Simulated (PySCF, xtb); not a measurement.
Si(H)3(NiPr2) (C₆H₁₇NSi), SMILES CC(C)N([SiH3])C(C)C. The values are those of a single conformer.

Harmonic wavenumbers (cm⁻¹) from GFN2-xTB run with xtb at its own minimum, in rising order: 47, 59, 89, 153, 201, 231, 247, 254, 283, 296, 311, 337, 350, 445, 485, 523, 574, 607, 694, 771, 810, 837, 897, 917, 931, 936, 972, 973, 1019, 1069, 1127, 1134, 1150, 1151, 1206, 1236, 1317, 1323, 1364, 1393, 1394, 1397, 1406, 1417, 1484, 1489, 1492, 1493, 1507, 1513, 1519, 1521, 2148, 2238, 2261, 2904, 2911, 3021, 3022, 3027, 3027, 3038, 3040, 3042, 3043, 3046, 3049, 3060, 3063.

Task: What does r2SCAN-D4/def2-SVP (PySCF 2.14.0) give at its own minimum? (Estimate from the structure and the level; the computed values follow.)

Result: 43, 86, 91, 152, 208, 222, 247, 251, 305, 310, 322, 342, 367, 434, 484, 509, 666, 693, 699, 861, 877, 905, 910, 914, 932, 933, 955, 989, 1013, 1029, 1135, 1141, 1158, 1162, 1210, 1230, 1325, 1335, 1368, 1370, 1374, 1388, 1394, 1433, 1451, 1451, 1456, 1458, 1470, 1476, 1478, 1491, 2154, 2195, 2224, 2979, 3016, 3030, 3033, 3036, 3039, 3121, 3126, 3128, 3131, 3142, 3145, 3147, 3153. Paired by order, the mean absolute difference is 31 cm⁻¹ and the zero-point energies are 136.2 and 137.7 kcal/mol.
